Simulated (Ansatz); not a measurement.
Cost and result up the ladder for the cluster Be2Se3 (the lowest singlet isomer of a short search) (5 atoms). The state is a singlet with charge 0. Geometry: r2SCAN-D4/def2-SVP.

```xyz
5

Be   -0.615   -0.185    1.069
Be   -0.186    0.715   -1.006
Se   -1.802    1.190    0.143
Se    1.530   -0.382   -1.206
Se    1.074   -1.338    1.000
```

Ansatz on 4 threads of Arm Neoverse V1 on a shared host. Times are rough, and most runs start from the orbitals of an earlier one. PBE0-D4/def2-TZVP serves as the yardstick here, not as an exact answer. Differences are given only for rows in sets of like size (and for xTB, whose basis is part of the method), since another set adds its own error. Binding counts from free atoms at the same level (Be singlet, Se triplet; other spins of the atoms weren't run), without zero-point energy or a counterpoise term.

LC-ωPBE has ω = 0.4 bohr⁻¹. Correlated methods freeze 27 core orbitals; core or outer-core shells of Se are correlated, in sets that lack core-valence functions. The structure comes from a short search, and lower isomers may exist.

Correlated methods converge slowly with the basis.

| level | functions | binding energy per atom (eV) | difference from PBE0-D4/def2-TZVP (eV) |
| --- | --- | --- | --- |
| MP2/def2-TZVP | 182 | 2.85 | -0.11 |
| PBE0-D4/def2-TZVP | 182 | 2.96 | 0.00 |
| PBE0-D4/def2-SVP | 114 | 2.96 | – |
| HF/STO-3G | 64 | 2.84 | – |
| PBE-D4/def2-TZVP (with forces) | 182 | 3.05 | 0.08 |
| r2SCAN-D4/def2-TZVP | 182 | 3.02 | 0.05 |
| LC-ωPBE/def2-TZVP | 182 | 2.82 | -0.14 |
| CCSD(T)/def2-TZVPP | 182 | 2.62 | -0.35 |
| PBE-D4/def2-SVP | 114 | 3.05 | – |
| BHLYP-D4/def2-TZVP | 182 | 2.76 | -0.20 |
| B97M-V/def2-TZVP | 182 | 2.85 | -0.11 |

Estimate how long each takes.

HF/STO-3G 0.3 s; PBE-D4/def2-SVP 1.1 s; PBE0-D4/def2-SVP 2 s; PBE-D4/def2-TZVP (with forces) 2.7 s; LC-ωPBE/def2-TZVP 3 s; MP2/def2-TZVP 3.4 s; BHLYP-D4/def2-TZVP 4.3 s; PBE0-D4/def2-TZVP 4.4 s; r2SCAN-D4/def2-TZVP 4.9 s; B97M-V/def2-TZVP 9 s; CCSD(T)/def2-TZVPP 1.9 min. On shared hardware such times vary by a factor of up to 3.
